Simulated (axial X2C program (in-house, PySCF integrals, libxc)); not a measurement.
# F or Br: which binds elements of chip processing more strongly?

Calculated with an in-house all-electron X2C program for linear molecules (integrals from PySCF), spin-free (one-electron X2C) or two-component (2c: spin–orbit coupling with atomic mean-field Coulomb and Gaunt terms, which also bring small scalar terms), in Dyall basis sets with cores contracted in-house; open shells are unrestricted.

Level PBE0, 2c. Dyall triple-zeta sets: BF v3z/av3z; BBr v3z/cv3z; PF v3z/av3z; PBr v3z/cv3z; AsF cv3z/av3z; AsBr cv3z/cv3z; SbF cv3z/av3z; SbBr cv3z/cv3z.

Diatomic bonds are a first guide to the radicals met in plasma etching, cleaning and deposition, though surfaces and higher halides or oxides behave in their own way.

| element M | state of MF | Re MF (Å) | D0 MF (eV) | state of MBr | Re MBr (Å) | D0 MBr (eV) |
| --- | --- | --- | --- | --- | --- | --- |
| B | Ω = 0 | 1.262 | 7.67 | Ω = 0 | 1.890 | 4.42 |
| P | Ω = 1 | 1.606 | 4.59 | Ω = 1 | 2.178 | 2.88 |
| As | Ω = 1 | 1.742 | 4.14 | Ω = 1 | 2.295 | 2.72 |
| Sb | Ω = 1 | 1.923 | 4.03 | Ω = 1 | 2.490 | 2.65 |

(1) Work out the energy at 0 K of MF + Br → MBr + F for each element.

(2) For which element is the exchange to Br most and for which least favourable, and what is the energy of SbF + BBr → SbBr + BF?

Each entry is the lowest single determinant of a limited PBE0 search at one distance. D0 = De minus the zero-point energy; De goes to single-determinant-based atoms at the same level (for ions the charge split of lowest energy) and is withheld (n/a) where an atom does not fit its ground term or J level. Main or longest-lived isotopes. One determinant is a doubtful description, or other states lie close, for PF, PBr, AsF, AsBr, SbF, SbBr; these need not be ground states, and all values refer to the states named. Some open-shell Ω = 0 determinants are out of reach, so the Ω given for PF, PBr, AsF, AsBr, SbF, SbBr need not be the lowest component. With several unpaired electrons the Ω given is that of one determinant, not necessarily of the lowest component. Some light 2c atoms are not at their ground J level, so De misses part of their lowering (0.04 eV or less). The functionals have no current term, which raises determinants with orbital currents. These D0 were not checked against measured values; triple-zeta sets, frozen cores and single determinants leave errors of some tenths of an eV, more for transition metals.

## Answers

(1) ΔE = D0(MF) − D0(MBr) at PBE0, 2c: B 3.25, P 1.71, As 1.42, Sb 1.38 eV (negative: the exchange gives off energy).

(2) Sb most (1.38 eV; too close to rank against As), B least (3.25 eV). The atoms cancel in the double exchange: ΔE = 1.38 − (3.25) = -1.87 eV, a figure less sensitive to errors in the atoms than D0 itself.
